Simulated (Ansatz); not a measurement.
Stepwise reaction of `[SiH3]N[SiH](Cl)Cl` with hydrogen fluoride, as a gas-phase model of exchange steps in deposition or etching. ΔE in kJ/mol.

Calculated with Ansatz (gas phase, PBE0-D4/def2-TZVP geometries, no zero-point term in ΔE). CCSD(T)/CBS is the MP2 limit (def2-TZVPP, def2-QZVPP) plus CCSD(T) − MP2 in def2-TZVPP, frozen cores. This one scheme is used for every species. Functionals use def2-TZVPP. B3LYP here is the variant with VWN-RPA as its local correlation; programs differ in this. One conformer a species, not always the lowest.

```
step                                                reaction  PBE-D4  B3LYP-D4  ωB97M-V  CCSD(T)/CBS
   1  `[SiH3]N[SiH](Cl)Cl` + H–F → `F[SiH](Cl)N[SiH3]` + HCl   -41.0     -50.5    -50.1        -47.0
   2    `F[SiH](Cl)N[SiH3]` + H–F → `F[SiH](F)N[SiH3]` + HCl   -41.4     -51.6    -50.0        -48.4
```

Problem. By hand: ΔE of the 2 steps together at CCSD(T)/CBS.

Solution. (-47.0) + (-48.4) = -95.4 kJ/mol, or -47.7 kJ/mol a step.

In ΔE the steps differ by no more than 1.4 kJ/mol. All are downhill at CCSD(T)/CBS. PBE-D4 differs from CCSD(T)/CBS by 6.0 to 7.0 kJ/mol a step. Only this route is followed, and other bonds may react first. Isolated molecules leave out the surface, adducts and barriers. Largest T1 diagnostic: 0.011.
